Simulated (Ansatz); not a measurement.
One change: `CN[SiH](N)[SiH3]` becomes `CN[SiH]([SiH3])Cl`.

Ansatz, PBE0-D4/def2-TZVP geometries, multiplicity 1. Each molecule was computed in one conformer, which needn't be the lowest.

| property | `CN[SiH](N)[SiH3]` |
| --- | --- |
| HOMO energy (ωB97M-V/def2-TZVPP) / eV | -8.65 |
| LUMO energy (ωB97M-V/def2-TZVPP) / eV | 1.95 |
| HOMO–LUMO gap (PBE0/def2-TZVPP) / eV | 6.79 |
| HOMO–LUMO gap (B3LYP/def2-TZVPP) / eV | 6.39 |
| LUMO energy (B3LYP/def2-TZVPP) / eV | 0.12 |
| size of the dipole moment (B3LYP/def2-TZVPP) / D | 1.46 |

Task: What does the change do to each property? (Estimate.)

Result: The calculation gave: 
```json
{"property": "HOMO energy (ωB97M-V/def2-TZVPP) / eV", "`CN[SiH]([SiH3])Cl`": "-9.55", "shift": "-0.90"}
{"property": "LUMO energy (ωB97M-V/def2-TZVPP) / eV", "`CN[SiH]([SiH3])Cl`": "1.58", "shift": "-0.37"}
{"property": "HOMO–LUMO gap (PBE0/def2-TZVPP) / eV", "`CN[SiH]([SiH3])Cl`": "7.13", "shift": "0.34"}
{"property": "HOMO–LUMO gap (B3LYP/def2-TZVPP) / eV", "`CN[SiH]([SiH3])Cl`": "6.73", "shift": "0.34"}
{"property": "LUMO energy (B3LYP/def2-TZVPP) / eV", "`CN[SiH]([SiH3])Cl`": "-0.32", "shift": "-0.44"}
{"property": "size of the dipole moment (B3LYP/def2-TZVPP) / D", "`CN[SiH]([SiH3])Cl`": "2.20", "shift": "0.74"}
```

With PBE0 the HOMO falls by 0.82 eV and the LUMO falls by 0.48 eV, so the gap widens by about 0.34 eV. PBE moves the HOMO by -0.72 eV and ωB97M-V by -0.90 eV. Dipoles are sizes alone; their direction can turn.

B3LYP here is the variant with VWN-RPA as its local correlation; programs differ in this.
